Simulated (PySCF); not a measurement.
B3LYP has the VWN-RPA correlation part, as in Gaussian. Delta-SCF ions had no search for a lower state. Excitations are Tamm–Dancoff values on a coarser integration grid. The basis has no diffuse functions, so Rydberg states are missing or too high.

Z-matrix (Å, degrees):
```
Si
H 1 1.4762
Si 1 2.1604 2 119.86
H 3 1.4758 1 119.24 2 -174.69
H 3 1.4768 4 112.98 1 164.65
Si 1 2.2875 2 122.01 3 -143.88
O 6 1.5256 1 126.50 2 -12.24
H 6 1.4884 7 123.57 1 177.19
```
Charge 0, spin multiplicity 1.

### Question
Give the S1 excitation (TDA), S1 oscillator strength, LUMO, total energy, HOMO–LUMO gap, S1–T1 gap (TDA), HOMO and vertical ionisation energy (Delta-SCF) at the level B3LYP-D3(BJ)/def2-TZVP run with PySCF 2.14.0.

### Answer

S1 excitation (TDA): 3.23 eV
S1 oscillator strength: 0.008
LUMO: -3.22 eV
total energy: -25747.27 eV
HOMO–LUMO gap: 3.42 eV
S1–T1 gap (TDA): 1.55 eV
HOMO: -6.64 eV
vertical ionisation energy (Delta-SCF): 8.61 eV
